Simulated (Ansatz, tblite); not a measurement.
Removing and adding an electron: the cluster Si5Ge3 (the lowest singlet isomer of a short search). Total charge 0; singlet. Geometry: r2SCAN-D4/def2-SVP. Ansatz, gas phase; energy differences of separate SCF runs; the oxidised species was run as a doublet alone; the reduced species was run as a doublet alone.

```xyz
8

Si    1.2585   -0.4977   -0.0223
Si    0.5353    1.6211   -0.9146
Si   -1.3406    0.1999   -0.0673
Si   -0.0852   -0.9662   -1.9363
Si    0.1740    1.1052    1.5926
Ge   -1.5237    1.0933   -2.2563
Ge   -0.6363   -1.7175    1.3106
Ge    1.6179   -0.8382    2.2936
```

The xTB rows come from tblite. The structure comes from a short search, and lower isomers may exist.

Task: Estimate orbital energies and vertical ionisation energies and electron affinities at: GFN1-xTB; GFN2-xTB; PBE-D4/def2-SVP; PBE0-D4/def2-SVP.

Result: 
| level | −HOMO (eV) | vertical IE (eV) | −LUMO (eV) | vertical EA (eV) | HOMO–LUMO gap (eV) | IE − EA (eV) | remarks |
| --- | --- | --- | --- | --- | --- | --- | --- |
| GFN1-xTB | 9.42 | 11.11 | 8.39 | – | 1.04 | – | – |
| GFN2-xTB | 6.31 | 8.70 | 5.18 | 2.87 | 1.13 | 5.83 | – |
| PBE-D4/def2-SVP | 5.16 | 7.22 | 3.75 | 1.75 | 1.41 | 5.47 | HOMO above zero (-1 doublet) |
| PBE0-D4/def2-SVP | 5.90 | 7.34 | 3.17 | 1.82 | 2.73 | 5.52 | – |

   A HOMO above zero means that the electron is unbound at that level or that self-interaction error raises the level; the energy of removing that electron tells which. Raw xTB energy differences between charge states are shifted by several eV; the methods need an empirical correction for them. Sets without diffuse functions give affinities that are too small.
